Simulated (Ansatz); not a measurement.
`[BH2][InH][O][ZnH]`. Total charge 0; spin multiplicity 1. For Zn the d shell is correlated and the shells below it are frozen. Correlated methods include outer-core shells of In, which these sets cover unevenly. Scalar relativity is left out up to krypton. In takes the def2 core potential.

```xyz
8

B    -2.0787   -0.1619    1.1623
In   -0.5073   -0.5220   -0.3938
O     1.1440    0.5209   -0.0324
Zn    2.7271    0.7557   -0.7618
H    -2.1425   -0.8306    2.1516
H    -2.8822    0.7162    1.0462
H    -0.3662   -1.4759   -1.8274
H     4.1058    0.9975   -1.3447
```

(1) Give the diagnostics of a CCSD(T)/def2-TZVPP run (frozen core, the Gaussian-basis code of Ansatz). (Estimate.)

## Answers

(1) Computed: T1 = 0.0185, largest single amplitude 0.041, largest double 0.027, (T) share of the correlation energy 3.2 %, 12 CCSD cycles. The RHF solution is stable towards an unrestricted one. T1 lies under the customary mark of 0.02 for closed shells.
